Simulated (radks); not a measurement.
All-electron atom: Ta3+ in [Xe] 4f14 5d1 6p1 (not the ground configuration).

All-electron calculation, scalar-relativistic Kohn-Sham, PBE, spin-polarised, spherical densities, finite nucleus; open shells are filled with parallel spins first (spin-orbit coupling, left out, can overturn this in heavy ions); Fermi nuclear charge, rms radius 5.3507 fm. Program: a radial shooting solver on a logarithmic mesh with Libxc functionals.

Energy parts (hartree):
part                       energy
total                 -15600.2189
kinetic                17134.7243
electron-nucleus      -38439.1370
Hartree                 6018.2913
exchange-correlation    -314.0976

Orbitals (lengths in bohr, moments of r in powers of bohr):
orbital,occ.,eigenvalue (hartree),<r>
1s up,1,-2476.161,0.01867
1s down,1,-2476.161,0.01867
2s up,1,-426.4669,0.07896
2s down,1,-426.4648,0.07896
2p up,3,-373.9641,0.07057
2p down,3,-373.9622,0.07057
3s up,1,-98.63105,0.2048
3s down,1,-98.63043,0.2048
3p up,3,-83.00784,0.2049
3p down,3,-83.00708,0.2049
3d up,5,-64.75633,0.1856
3d down,5,-64.75490,0.1856
4s up,1,-21.07447,0.4588
4s down,1,-21.07252,0.4588
4p up,3,-15.94837,0.4877
4p down,3,-15.94650,0.4877
4d up,5,-9.38052,0.5232
4d down,5,-9.37818,0.5231
4f up,7,-2.12214,0.6366
4f down,7,-2.11624,0.6342
5s up,1,-3.89435,1.093
5s down,1,-3.87111,1.090
5p up,3,-2.64275,1.269
5p down,3,-2.61163,1.263
5d up,1,-1.21611,1.786
5d down,0,-1.17041,1.766
6p up,1,-0.82677,3.133

The highest occupied level is 6p up at -22.498 eV. The configuration is held as typed, so some empty levels lie below it. Spin moment in Bohr magnetons: 2. The electron density at the nucleus is 1.395e+06 e/bohr^3 (large components only). The density falls to 0.001 e/bohr^3 at r = 4.14 bohr. The spin density at the nucleus is -6.083 e/bohr^3 (1s -0.193, 2s -0.301, 3s 0.158, 4s 0.420, 5s -6.166).
